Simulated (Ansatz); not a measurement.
C12H28O2Si⁺, that is SiEt2(OtBu)2 with one electron fewer. Total charge 1; doublet. Geometry r2SCAN-D4/def2-SVP, that of the neutral singlet; atoms count from 1.

Cartesian coordinates in Å:
```
Si 0.588 -0.313 -0.085
C 2.322 0.217 -0.573
C 2.978 -0.647 -1.657
H 2.966 0.261 0.326
H 2.231 1.260 -0.929
H 3.939 -0.223 -1.993
H 3.183 -1.668 -1.296
H 2.322 -0.734 -2.538
C 0.523 -2.011 0.734
C 0.617 -3.207 -0.220
H -0.425 -2.055 1.302
H 1.322 -2.068 1.498
H 0.499 -4.166 0.311
H -0.159 -3.157 -1.001
H 1.587 -3.241 -0.742
O -0.254 -0.341 -1.518
C -1.647 -0.195 -1.825
C -1.964 1.300 -1.890
C -1.842 -0.854 -3.189
C -2.511 -0.883 -0.765
H -3.016 1.470 -2.171
H -1.776 1.763 -0.910
H -1.318 1.788 -2.636
H -1.181 -0.381 -3.932
H -2.884 -0.757 -3.530
H -1.586 -1.924 -3.135
H -2.354 -0.415 0.220
H -2.261 -1.954 -0.695
H -3.579 -0.798 -1.021
O -0.167 0.813 0.896
C 0.188 1.509 2.092
C 1.041 2.726 1.722
C -1.132 1.953 2.723
C 0.950 0.586 3.048
H 1.264 3.338 2.611
H 1.997 2.413 1.273
H 0.505 3.352 0.991
H -1.691 2.588 2.018
H -0.958 2.523 3.649
H -1.752 1.075 2.960
H 1.902 0.254 2.602
H 0.348 -0.305 3.288
H 1.186 1.108 3.990
```

Single mean-field runs in def2-TZVP are fitted with def2-universal-jkfit.

Problem. Estimate the Mulliken populations of the heavy atoms from the PBE0/def2-TZVP orbitals of Ansatz.

Solution. 
| atom | charge (e) | spin (α − β) |
| --- | --- | --- |
| Si1 | 0.42 | -0.01 |
| C2 | -0.24 | 0.18 |
| C3 | -0.39 | 0.01 |
| C9 | -0.24 | 0.23 |
| C10 | -0.36 | 0.01 |
| O16 | -0.23 | 0.20 |
| C17 | 0.09 | 0.00 |
| C18 | -0.38 | 0.02 |
| C19 | -0.33 | 0.00 |
| C20 | -0.40 | 0.03 |
| O30 | -0.22 | 0.18 |
| C31 | 0.07 | 0.00 |
| C32 | -0.37 | 0.03 |
| C33 | -0.35 | 0.00 |
| C34 | -0.38 | 0.01 |
Mulliken values depend strongly on the basis.

Problem. Where does the spin sit?

Solution. Summed by element: Si -0.01, C 0.53, H 0.10, O 0.38, of 1 unpaired in all. Largest on single atoms: C9 0.23, O16 0.20, C2 0.18.

Problem. And the Mayer bond orders between heavy atoms (over 0.3)?

Solution. Si1–C2 0.89 (1.88 Å); Si1–C9 0.84 (1.89 Å); Si1–O16 1.22 (1.66 Å); Si1–O30 1.17 (1.67 Å); C2–C3 0.99 (1.53 Å); C9–C10 1.01 (1.53 Å); O16–C17 0.86 (1.43 Å); C17–C18 0.98 (1.53 Å); C17–C19 1.01 (1.53 Å); C17–C20 0.95 (1.53 Å); O30–C31 0.86 (1.43 Å); C31–C32 0.98 (1.53 Å); C31–C33 1.00 (1.53 Å); C31–C34 0.98 (1.53 Å).
